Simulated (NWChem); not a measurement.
System: Si₃H₇ cation

NWChem printed, in part:

```
             Northwest Computational Chemistry Package (NWChem) 7.3.0
             --------------------------------------------------------

                             Geometry "geometry" -> ""
                             -------------------------

 Output coordinates in angstroms (scale by  1.889725989 to convert to a.u.)

  No.       Tag          Charge          X              Y              Z
 ---- ---------------- ---------- -------------- -------------- --------------
    1 Si                  14.0000     0.30654500     2.15951500     0.00414600
    2 Si                  14.0000    -0.65855300    -0.00048100    -0.00596000
    3 Si                  14.0000     0.30300200    -2.16138400    -0.01829700
    4 H                    1.0000    -0.19247000     2.72402900    -1.28343000
    5 H                    1.0000     1.78069200     2.00217400     0.06892500
    6 H                    1.0000    -0.30483000     2.81123300     1.19601700
    7 H                    1.0000    -2.15369400     0.00333200     0.02503600
    8 H                    1.0000    -0.44085100    -2.89962600    -1.07519100
    9 H                    1.0000    -0.03352100    -2.62640700     1.36013900
   10 H                    1.0000     1.75920200    -2.01111900    -0.26200200

 Effective nuclear repulsion energy (a.u.)     177.5649295578

                              NWChem Property Module
                              ----------------------

  itol2e modified to match energy
  convergence criterion.

                                 NWChem DFT Module
                                 -----------------

 Summary of "ao basis" -> "ao basis" (spherical)
 ------------------------------------------------------------------------------
       Tag                 Description            Shells   Functions and Types
 ---------------- ------------------------------  ------  ---------------------
 Si                          6-31g*                  8       18   4s3p1d
 H                           6-31g*                  2        2   2s

  itol2e modified to match energy
  convergence criterion.

[...]

          -----------------------------------------
          Chemical Shielding Tensors (GIAO, in ppm)
          -----------------------------------------

                                NWChem CPHF Module
                                ------------------

  scftype          =     RHF
  nclosed          =       24
  nopen            =        0
  variables        =     1056
  # of vectors     =        3
  tolerance        = 0.10D-03
  level shift      = 0.00D+00
  max iterations   =       50
  max subspace     =       30

 SCF residual:    1.2450161922164564E-005

Iterative solution of linear equations
  No. of variables     1056
  No. of equations        3
  Maximum subspace       30
        Iterations       50
       Convergence  1.0D-04

   iter   nsub   residual    time
   ----  ------  --------  ---------
     1      3    1.15D+00      14.0
     2      6    1.34D-01      15.3
     3      9    4.46D-03      16.6
     4     12    1.12D-04      17.9
     5     15    3.48D-06      19.2

      Atom:    1  Si
        Diamagnetic
    878.6559      3.3065      0.0022
      3.3065    886.0862     -0.0517
      0.0022     -0.0517    877.8901

        Paramagnetic
   -460.5421     17.2664      1.4780
     17.2664   -440.1304      0.9151
      1.4780      0.9151   -412.4835

        Total Shielding Tensor
    418.1138     20.5729      1.4802
     20.5729    445.9558      0.8634
      1.4802      0.8634    465.4066

           isotropic =     443.1588
          anisotropy =      33.7549

          Principal Components and Axis System
                 1           2           3
              465.6620    456.6337    407.1806

      1         0.0901      0.4599      0.8834
      2         0.1373      0.8728     -0.4684
      3         0.9864     -0.1635     -0.0155

      Atom:    2  Si
        Diamagnetic
    873.9571      0.0066      0.1317
      0.0066    881.1816     -0.1166
      0.1317     -0.1166    879.3279

        Paramagnetic
  -1961.3502      0.8492     30.7840
      0.8492  -1161.4958    -19.3145
     30.7840    -19.3145   -444.6575

        Total Shielding Tensor
  -1087.3931      0.8558     30.9157
      0.8558   -280.3142    -19.4311
     30.9157    -19.4311    434.6704

           isotropic =    -311.0123
          anisotropy =   -1165.5156

          Principal Components and Axis System
                 1           2           3
            -1088.0228    435.8241   -280.8383

      1         0.9998      0.0203      0.0021
      2        -0.0015     -0.0271      0.9996
      3        -0.0203      0.9994      0.0271

      Atom:    3  Si
        Diamagnetic
    878.6558     -3.3201      0.0507
     -3.3201    886.0644     -0.1519
      0.0507     -0.1519    877.9034

        Paramagnetic
   -461.6014    -16.2281      0.1112
    -16.2281   -439.2566      3.3616
      0.1112      3.3616   -413.4861

        Total Shielding Tensor
    417.0543    -19.5482      0.1619
    -19.5482    446.8078      3.2098
      0.1619      3.2098    464.4173

           isotropic =     442.7598
          anisotropy =      33.8824

          Principal Components and Axis System
                 1           2           3
              465.3481    455.6088    407.3225

      1        -0.1109     -0.4322      0.8950
      2         0.2819      0.8498      0.4453
      3         0.9530     -0.3017     -0.0276

      Atom:    4  H
        Diamagnetic
     23.4583     -0.8899      3.4166
     -0.8899     27.7856     -5.6513
      3.4166     -5.6513     32.0547

[...]
```

Level: B3LYP/6-31G* (spherical d), GIAO. Structure relaxed at the PBE0/def2-SVP level. B3LYP is NWChem's, with the RPA form of VWN correlation. The printed shielding anisotropy is the first printed principal value minus the mean of the other two.

Write an input that gives this output.

This is not unique; one that fits is the input that was run:
```
start job
memory heap 200 mb stack 900 mb global 1100 mb
charge 1
geometry units angstroms noautosym nocenter noautoz
  Si     0.306545     2.159515     0.004146
  Si    -0.658553    -0.000481    -0.005960
  Si     0.303002    -2.161384    -0.018297
  H     -0.192470     2.724029    -1.283430
  H      1.780692     2.002174     0.068925
  H     -0.304830     2.811233     1.196017
  H     -2.153694     0.003332     0.025036
  H     -0.440851    -2.899626    -1.075191
  H     -0.033521    -2.626407     1.360139
  H      1.759202    -2.011119    -0.262002
end
basis spherical
  * library 6-31g*
end
dft
  xc b3lyp
  iterations 150
end
property
  shielding
end
task dft property
```
